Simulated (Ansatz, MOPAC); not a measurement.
Species: Si2N2H7, charge -1, multiplicity 1. SMILES: [SiH3][N-][SiH2]N

Atoms: N1, Si2, N3, Si4, H5, H6, H7, H8, H9, H10, H11. Bonds: N1-Si2, N1-H5, N1-H6, Si2-N3, Si2-H7, Si2-H8, N3-Si4, Si4-H9, Si4-H10, Si4-H11.

Bond lengths (Å) and angles (degrees) optimised at AM1 with MOPAC; MNDO with MOPAC; HF/6-31G* with Ansatz (a first-principles code); B3LYP/LANL2DZ with Ansatz, each started from the B3LYP-D3(BJ)/def2-TZVP structure (Ansatz) of the last column. A row stands for all coordinates that are equal there; 11 of 24 kinds are shown. 6-31G* holds six Cartesian d functions. No wavenumbers were computed at MNDO, B3LYP/LANL2DZ, so these may be saddle points.

```tsv
coordinate	AM1	MNDO	HF/6-31G*	B3LYP/LANL2DZ	B3LYP-D3(BJ)/def2-TZVP
N1-Si2	1.741	1.787	1.783	1.800	1.783
N1-H5	0.983	0.997	1.004	1.017	1.015
Si2-N3	1.604	1.588	1.623	1.656	1.637
Si2-H7	1.495	1.419	1.504	1.518	1.505
Si2-H8	1.495	1.419	1.505	1.518	1.510
N3-Si4	1.602	1.583	1.621	1.658	1.639
Si4-H9	1.488	1.424	1.512	1.526	1.515
Si4-H10	1.488	1.423	1.511	1.525	1.511
N1-Si2-N3	116.0	111.3	117.9	119.7	118.8
Si2-N3-Si4	178.6	178.4	177.5	177.5	151.3
Si2-N1-H5	121.8	115.0	111.7	119.8	111.8
```

Mean signed difference of all 10 bond lengths from B3LYP-D3(BJ)/def2-TZVP: AM1 -0.028 Å, MNDO -0.059 Å, HF/6-31G* -0.007 Å, B3LYP/LANL2DZ 0.011 Å.
